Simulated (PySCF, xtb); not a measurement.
diphosphane (H4P2), SMILES PP.

Harmonic wavenumbers (cm⁻¹) from GFN2-xTB (xtb) at its own minimum, in rising order: 176, 516, 626, 646, 874, 885, 1109, 1134, 2226, 2259, 2304, 2316.

Q: What does B3LYP-D3(BJ)/def2-TZVP (PySCF) give at its own minimum? (An estimate is asked for; the answer gives what the named calculation found.)

A: 86, 429, 627, 644, 870, 915, 1098, 1107, 2367, 2371, 2375, 2385. Paired by order, the mean absolute difference is 54 cm⁻¹ and the zero-point energies are 21.5 and 21.8 kcal/mol.
